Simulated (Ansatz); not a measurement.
Total energies of MgI2 (the lowest singlet isomer of a short search) from Ansatz at CCSD(T)/def2-TZVPP, gas phase (1 Eh = 27.2114 eV = 2625.5 kJ/mol). The reference geometry is relaxed at r2SCAN-D4/def2-TZVP.

| atom | x (Å) | y (Å) | z (Å) |
| --- | --- | --- | --- |
| Mg1 | 0.0033 | -0.0002 | -0.0010 |
| I2 | 0.5370 | -1.3376 | 2.0787 |
| I3 | -0.5404 | 1.3378 | -2.0777 |

```
                 state                        geometry  energy (Eh)
      charge 0 singlet                       reference   -794.24024
      charge 1 doublet                       reference   -793.87478
      charge 0 triplet  relaxed at r2SCAN-D4/def2-TZVP   -794.13566
      charge 0 quintet  relaxed at r2SCAN-D4/def2-TZVP   -793.94446
free Mg atom (singlet)                               –   -199.80870
 free I atom (doublet)                               –   -297.11169
```

In the def2 sets I takes a core potential; there is no spin–orbit coupling. Correlated methods freeze 9 core orbitals; core or outer-core shells of Mg, I are correlated, in sets that lack core-valence functions.

Work out the vertical ionisation energy to the doublet.

E(charge 1 doublet) − E(charge 0 singlet) = -793.87478 − (-794.24024) = 0.36546 Eh = 9.94 eV.

Which of the charge 0 states is lowest, and how far above it are the others?

The singlet. triplet: -794.13566 − (-794.24024) = 0.10458 Eh = 274.6 kJ/mol; quintet: -793.94446 − (-794.24024) = 0.29578 Eh = 776.6 kJ/mol. The triplet differs in its bonds from the reference.

What is the binding energy per atom against free atoms?

Atoms: 1 × (-199.80870) + 2 × (-297.11169) = -794.03208 Eh. Binding: -794.03208 − (-794.24024) = 0.20816 Eh = 5.66 eV, or 1.89 eV for each of 3 atoms (no zero-point energy, no counterpoise term).

The structure comes from a short search, and lower isomers may exist.
